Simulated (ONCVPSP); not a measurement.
**What one change does to a pseudopotential (Co (Z = 27), ONCV)**

- Element: Co
- Generator: ONCVPSP 4.0.1
- Type: optimised norm-conserving Vanderbilt (ONCV)
- Functional: PBE
- Relativity: scalar-relativistic
- Frozen core: [Ar]
- Valence charge: 9
- Reference configuration: 3d7 4s2
- Partial waves: 4s: rc 2.40 bohr, ncon 4, nbas 8, qcut 2.9 1/bohr, 2 projectors, debl 3.3 Ha; p scattering state at 0.23 Ha: rc 2.55 bohr, ncon 5, nbas 8, qcut 3 1/bohr, 1 projector; 3d: rc 1.35 bohr, ncon 4, nbas 7, qcut 14.1 1/bohr, 1 projector
- Local potential: polynomial inside 1.20 bohr (lpopt 5, dvloc0 0 Ha)
- Core correction: Teter function, fcfact 5.75, rcfact 1.2

In the p channel the program set the typed energies aside and used 0.050 Ha.

Change: core correction Teter function, fcfact 5.75, rcfact 1.3.

Cutoffs: the cutoffs (Ha) at which the residual kinetic energy of the hardest occupied pseudo-wave falls to 1 and 0.1 mHa per electron; they do not see the model core or the augmentation charge, which bear on the density cutoff. Errors are all-electron minus pseudo energies relative to the spin-unpolarised reference configuration.

Task: What does the change do?

Result: The potential gets neither clearly harder nor softer (64 Ha and 73 Ha → 64 Ha and 73 Ha); of the 4 tests that both files solve, the error grows in 3 and shrinks in 0 by more than 15 % and 0.3 meV (median size 33.7 → 95.7 meV); neither file shows a bound ghost. A model core, the more so a compact one, raises the density cutoff, which this test does not measure.

| quantity | base | changed |
| --- | --- | --- |
| cutoff, loose | 64 Ha | 64 Ha |
| cutoff, tight | 73 Ha | 73 Ha |
| bound ghosts | none | none |
| GHOST(+) flags under 300 eV | p at 27.0 eV, s at 40.2 eV | p at 27.0 eV, s at 40.2 eV |
| error for 3d7 4s1, meV [ΔE 9.03 eV] | -0.3 | -4.6 |
| error for 3d7 4s0, meV [ΔE 25.82 eV] | +18 | -25 |
| error for 3d6 4s0, meV [ΔE 61.69 eV] | -49 | -166 |
| error for 3d8 4s0, meV [ΔE 6.47 eV] | -151 | -168 |
| s: phases at 2.43 bohr within 0.05 rad from the reference energy up to (Ha; the scan ends near 5) | 1.4 | 1.4 |
| p: phases at 2.60 bohr within 0.05 rad from the reference energy up to (Ha; the scan ends near 5) | 0.6 | 0.6 |
| d: phases at 1.37 bohr within 0.05 rad from the reference energy up to (Ha; the scan ends near 5) | 1.9 | 1.9 |
| rms error of d²Exc/dni dnj with the model core, mHa | 4.99 | 4.14 |
